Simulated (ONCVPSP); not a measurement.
## Which change was made? (S, ONCV)

sulfur, optimised norm-conserving Vanderbilt (ONCV), made with ONCVPSP 4.0.1 (PBE, scalar-relativistic). Core [He], reference 2s2 2p6 3s2 3p4. Waves: 2s+3s: rc 0.75 bohr, ncon 4, nbas 7, qcut 20.5 1/bohr, 2 projectors; 2p+3p: rc 0.80 bohr, ncon 4, nbas 7, qcut 17.3 1/bohr, 2 projectors; d scattering state at 0.29 Ha: rc 0.65 bohr, ncon 4, nbas 8, qcut 16 1/bohr, 2 projectors, debl 2.4 Ha. Local part: polynomial inside 0.40 bohr (lpopt 5, dvloc0 3 Ha). Core correction: Teter function, fcfact 3.5, rcfact 1.45.

Cutoffs, loose and tight: the cutoffs (Ha) at which the residual kinetic energy of the hardest occupied pseudo-wave falls to 1 and 0.1 mHa per electron. They do not see the model core or the augmentation charge, which bear on the density cutoff. Test errors are all-electron minus pseudo excitation energies from the reference, over the configurations 2s2 2p6 3s2 3p3; 2s2 2p6 3s2 3p2; 2s2 2p6 3s2 3p1; 2s1 2p6 3s2 3p4; variants that change the core or the reference have their own tests.

The base gives: outcome: generated; cutoff, loose: 125 Ha; cutoff, tight: 147 Ha; bound ghosts: none; GHOST(+) flags above zero: none; largest test error (meV): -378.

After one change the result is: outcome: generated; cutoff, loose: 133 Ha; cutoff, tight: 154 Ha; bound ghosts: none; GHOST(+) flags above zero: none; largest test error (meV): -299. Which change was it?
A. all radii but the core radius scaled by about 1.25 (s 0.94, p 1.00, d 0.82 bohr); local potential polynomial inside 0.50 bohr (lpopt 5, dvloc0 3 Ha)
B. all radii but the core radius scaled by about 0.92 (s 0.68, p 0.74, d 0.60 bohr); local potential polynomial inside 0.36 bohr (lpopt 5, dvloc0 3 Ha)
C. all radii but the core radius scaled by about 0.80 (s 0.60, p 0.64, d 0.52 bohr); local potential polynomial inside 0.32 bohr (lpopt 5, dvloc0 3 Ha)

B. The others give: all radii but the core radius scaled by about 1.25 (s 0.94, p 1.00, d 0.82 bohr); local potential polynomial inside 0.50 bohr (lpopt 5, dvloc0 3 Ha) → outcome: generated; cutoff, loose: 102 Ha; cutoff, tight: 115 Ha; bound ghosts: none; GHOST(+) flags above zero: none; largest test error (meV): -610 | all radii but the core radius scaled by about 0.80 (s 0.60, p 0.64, d 0.52 bohr); local potential polynomial inside 0.32 bohr (lpopt 5, dvloc0 3 Ha) → outcome: generated; cutoff, loose: 197 Ha; cutoff, tight: 363 Ha; bound ghosts: none; GHOST(+) flags above zero: d; largest test error (meV): -174.
